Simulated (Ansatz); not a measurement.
Program: Ansatz. Geometries: PBE0-D4/def2-TZVP. ΔE: electronic, gas phase. CBS: MP2 limit from def2 TZ/QZ plus the TZ coupled-cluster correction, frozen cores. Functionals use def2-TZVPP. B3LYP here is the variant with VWN-RPA as its local correlation; programs differ in this. For Mg outer-core shells are correlated without core-valence functions, which leaves a few kJ/mol of doubt a bond. Each species was taken in one conformer, which may not be the lowest.

Reaction (ligand exchange at the Si–O bond): `[NH2][Mg][O][SiH3]` + `CC[SiH2]O` → `CC[SiH2]O[SiH3]` + `[NH2][Mg][OH]`

`[NH2][Mg][O][SiH3]`:

```xyz
9

N     2.897    0.731   -0.389
Mg    1.093    0.274   -0.150
O    -0.633   -0.162    0.080
Si   -2.180   -0.550    0.293
H     3.695    0.175   -0.123
H     3.249    1.579   -0.807
H    -3.032    0.665    0.459
H    -2.718   -1.315   -0.872
H    -2.370   -1.397    1.508
```

`CC[SiH2]O`:

Z-matrix (Å, degrees):
```
C
C 1 1.526
H 1 1.094 2 111.5
H 1 1.093 2 111.3 3 -120.0
H 1 1.093 2 111.8 3 120.2
Si 2 1.868 1 113.6 3 58.5
H 2 1.096 1 110.5 3 -179.4
H 2 1.097 1 110.5 3 -62.4
O 6 1.653 2 112.4 1 59.9
H 6 1.494 2 108.7 1 -61.8
H 6 1.484 2 110.7 1 177.7
H 9 0.957 6 117.6 2 -78.7
```

`CC[SiH2]O[SiH3]`:

```xyz
15

C     1.024    1.476   -0.911
C     0.965    1.006    0.539
Si    0.810   -0.843    0.730
O    -0.528   -1.402   -0.040
Si   -2.149   -1.296   -0.183
H     1.130    2.562   -0.979
H     1.871    1.030   -1.441
H     0.119    1.201   -1.457
H     0.127    1.481    1.064
H     1.867    1.314    1.082
H     1.978   -1.529    0.117
H     0.731   -1.205    2.173
H    -2.589   -2.223   -1.254
H    -2.546    0.093   -0.540
H    -2.810   -1.666    1.097
```

`[NH2][Mg][OH]`:

Cartesian coordinates in Å:
```
N -1.241 0.176 0.784
Mg 0.345 -0.082 -0.195
O 1.847 -0.387 -1.080
H -2.162 -0.144 0.526
H -1.327 0.648 1.671
H 2.537 -0.211 -1.705
```

```
             level  ΔE (kcal/mol)  difference from CCSD(T)/CBS
            PBE-D4            4.1                         -0.4
           PBE0-D4            4.0                         -0.5
          B3LYP-D4            3.1                         -1.4
           ωB97X-V            3.8                         -0.7
           ωB97M-V            3.8                         -0.7
            B2PLYP            4.5                          0.0
               PBE            5.0                          0.5
              PBE0            4.9                          0.4
     HF/def2-TZVPP            4.6                          0.1
    MP2/def2-TZVPP            4.3                         -0.2
SCS-MP2/def2-TZVPP            4.4                         -0.1
   CCSD/def2-TZVPP            4.5                          0.0
CCSD(T)/def2-TZVPP            4.6                          0.1
     HF/def2-QZVPP            4.5                          0.0
    MP2/def2-QZVPP            4.2                         -0.3
     MP2/CBS(def2)            4.1                         -0.4
       CCSD(T)/CBS            4.5                            0
```

Largest T1 diagnostic among the species: 0.010.

The D4 term adds −1.4 kcal/mol with B3LYP and −0.9 kcal/mol with PBE0; it sums over pairs of atoms, weighted by their polarisabilities, and B3LYP, whose exchange is more repulsive, gets the larger term.
